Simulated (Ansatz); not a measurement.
Si4O4, relaxed as a singlet with RKS B3LYP-D4/def2-SVP in Ansatz, starting from the GFN1-xTB geometry. Force threshold 0.02 eV/Å.

The restricted singlet is unstable towards broken spin symmetry in Hartree–Fock (as tested in another run); at B3LYP-D4/def2-SVP this wasn't settled. Another isomer (singlet) lies 1.94 eV lower at PBE0-D4/def2-TZVP; other spin states weren't run for this one.

Start:

```xyz
8

Si    0.8924    1.0134   -1.8082
Si   -1.0722   -1.2667   -0.4894
Si    1.4060    1.6355    1.3644
Si   -0.7705   -0.8341    1.9116
O    -0.1636   -0.2175   -1.4356
O     0.3152    0.4071    1.8626
O     1.3751    1.5846   -0.2882
O    -1.9824   -2.3223   -1.1172
```

```json
{"step": "1", "energy (eV)": "-39688.5390", "largest force component (eV/Å)": "0.606", "SCF passes": "19"}
{"step": "2", "energy (eV)": "-39688.5649", "largest force component (eV/Å)": "0.288", "SCF passes": "21"}
{"step": "3", "energy (eV)": "-39688.5736", "largest force component (eV/Å)": "0.160", "SCF passes": "21"}
{"step": "4", "energy (eV)": "-39688.5743", "largest force component (eV/Å)": "0.114", "SCF passes": "23"}
{"step": "5", "energy (eV)": "-39688.5778", "largest force component (eV/Å)": "0.287", "SCF passes": "22"}
{"step": "6 (rejected)", "energy (eV)": "-39688.5640", "largest force component (eV/Å)": "0.653", "SCF passes": "26"}
{"step": "7", "energy (eV)": "-39688.5863", "largest force component (eV/Å)": "0.082", "SCF passes": "22"}
{"step": "8", "energy (eV)": "-39688.5909", "largest force component (eV/Å)": "0.312", "SCF passes": "22"}
{"step": "9", "energy (eV)": "-39688.5956", "largest force component (eV/Å)": "0.388", "SCF passes": "22"}
{"step": "10", "energy (eV)": "-39688.6030", "largest force component (eV/Å)": "0.334", "SCF passes": "23"}
{"step": "11 (rejected)", "energy (eV)": "-39688.5879", "largest force component (eV/Å)": "0.968", "SCF passes": "26"}
{"step": "12", "energy (eV)": "-39688.6151", "largest force component (eV/Å)": "0.071", "SCF passes": "21"}
{"step": "13", "energy (eV)": "-39688.6220", "largest force component (eV/Å)": "0.079", "SCF passes": "22"}
{"step": "14 (rejected)", "energy (eV)": "-39688.6220", "largest force component (eV/Å)": "0.359", "SCF passes": "23"}
{"step": "15", "energy (eV)": "-39688.6238", "largest force component (eV/Å)": "0.078", "SCF passes": "21"}
{"step": "16 (rejected)", "energy (eV)": "-39688.6235", "largest force component (eV/Å)": "0.118", "SCF passes": "23"}
{"step": "17", "energy (eV)": "-39688.6248", "largest force component (eV/Å)": "0.016", "SCF passes": "21"}
{"step": "18", "energy (eV)": "-39688.6251", "largest force component (eV/Å)": "0.054", "SCF passes": "21"}
{"step": "19", "energy (eV)": "-39688.6251", "largest force component (eV/Å)": "0.029", "SCF passes": "17"}
{"step": "20", "energy (eV)": "-39688.6251", "largest force component (eV/Å)": "0.006", "SCF passes": "22"}
```

Force components are those of the run's own axes.

End:

```xyz
8

Si    0.539    1.338   -1.720
Si   -1.049   -1.227   -0.473
Si    1.784    1.009    1.297
Si   -1.256   -0.269    1.818
O    -0.408   -0.015   -1.436
O     0.270    0.400    1.795
O     1.450    1.412   -0.291
O    -1.330   -2.647   -0.991
```

By distances, no bond broke or formed. The bond that changes most is Si2–Si4, from 2.46 to 2.49 Å (atoms count from 1).

The force fell under the threshold at step 17, but the optimiser went on. No frequencies were taken in this run, so the end may be a saddle point.

It took 36 s on 4 threads of Arm Neoverse V2 on a shared host.
